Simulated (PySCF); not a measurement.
Species: C₅H₆NSi (doublet state).
Cartesian coordinates in Å at the GFN2-xTB level; atoms count from 1:
```
atom  x, y, z in Å
N1    -2.4373    2.3747   -0.7187
C2    -1.7789    1.5946   -0.1961
Si3   -0.7341    0.3021    0.6409
C4    -0.6923   -1.3178   -0.4632
C5     0.7242   -1.3934   -0.7593
C6     1.6319   -0.5408   -0.3880
C7     1.1356    0.6463    0.4456
H8    -1.2338    0.0924    1.9992
H9    -1.2949   -1.2249   -1.3670
H10   -1.0446   -2.1905    0.0858
H11    2.6830   -0.5996   -0.6154
H12    1.6744    0.6786    1.3946
H13    1.3624    1.5787   -0.0761
```

The hyperfine couplings belong to this conformer and change with its torsions.

As a line formula: `N#C[Si@H]1C[C]=CC1` [radical].

Theory: UKS B3LYP, pcH-1 on C H N Si, non-relativistic, mean-field spin-orbit, GIAO in PySCF. Isolated species at its GFN2-xTB geometry, gas phase. Couplings are sensitive to structure, and on GFN2-xTB geometries they can be far from those on DFT ones. No stability test was run, so a lower SCF solution isn't excluded.

Principal values of hyperfine tensors in MHz (contact, dipolar and spin–orbit terms together), for some of the nuclei:

| atom | isotope | A1 | A2 | A3 |
| --- | --- | --- | --- | --- |
| C5 | 13C | 273.71 | 293.40 | 481.99 |
| Si3 | 29Si | -133.48 | -98.56 | -97.84 |
| C7 | 13C | 55.90 | 56.84 | 74.79 |
| H11 | 1H | 46.51 | 47.72 | 63.68 |
| C6 | 13C | 15.95 | 35.48 | 52.50 |
| C4 | 13C | 22.03 | 23.13 | 39.82 |
| H10 | 1H | 14.88 | 16.37 | 33.04 |
| H13 | 1H | -12.46 | -10.26 | -4.06 |

(1) Split each tensor into its isotropic and traceless parts, and turn a_iso into mT with g = 2.0021.

(2) What spin density at the nucleus of H10 lies behind its contact coupling (g_N = 5.58569)?

(3) H9 (1H, g_N = 5.58569) isn't in the table. Its spin density at the nucleus is 0.004273 bohr⁻³. What is its contact coupling?

(4) Name the largest traceless tensor T of the table and describe it.

(5) What first-order splitting does Si3 cause when the field lies along A1, A2 or A3 of its tensor (g taken as isotropic, no quadrupole term)?

Results:

(1) a_iso is a third of the trace, T = A − a_iso, and a(mT) = a(MHz)/(g × 13.996). The tensors hold a spin–orbit part: the run splits a_iso into a_FC + a_SO, and T includes its anisotropic share.

```tsv
atom	a_iso (MHz)	a_FC	a_SO	a_iso (mT)	T1	T2	T3
C5	349.70	349.82	-0.12	12.479	-75.99	-56.30	132.29
Si3	-109.96	-110.14	0.17	-3.924	-23.52	11.40	12.12
C7	62.51	62.55	-0.04	2.231	-6.61	-5.67	12.28
H11	52.63	52.64	0.00	1.878	-6.13	-4.92	11.04
C6	34.65	34.65	-0.01	1.236	-18.70	0.84	17.86
C4	28.33	28.33	0.00	1.011	-6.30	-5.20	11.49
H10	21.43	21.43	0.00	0.765	-6.55	-5.06	11.61
H13	-8.92	-8.92	0.00	-0.318	-3.54	-1.33	4.87
```

(2) a_FC = (2μ0/3) gₑ μB g_N μN ρ(0)/(2S·h) = 800.24 MHz × g_N × ρ(0)/(2S), with ρ in bohr⁻³. With a_FC = 21.43 MHz and 2S = 1, ρ(0) = 0.004795 bohr⁻³. In magnitude that is 1.5 % of the 1/π = 0.318 of a free hydrogen atom.

(3) By the same relation, a_FC = 19.10 MHz. Its full tensor has the principal values 12.58, 14.16, 30.55 MHz.

(4) C5: -76.0, -56.3, 132.3 MHz (the dipolar term alone has -75.9, -56.3, 132.2), rhombic: the two smaller values differ by 15 % of the largest.

(5) 2 lines (I = 1/2), spaced by |A_i|/(g × 13.996): 4.76, 3.52, 3.49 mT along the axes of A1, A2 and A3.
